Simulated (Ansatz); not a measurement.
Harmonic frequencies (cm⁻¹) at PBE0-D4/def2-TZVP from Ansatz: 267, 323, 375, 561, 643, 772, 857, 1148, 1895, 1898, 2556, 2628.

Which molecule is it?
A. `N=[C](Cl)[GeH3]`
B. `O[CH2][Ga]([F])[Cl]`
C. `[F][Al]1[SiH2][S]1`
D. `[BH2][AlH2]`

D.
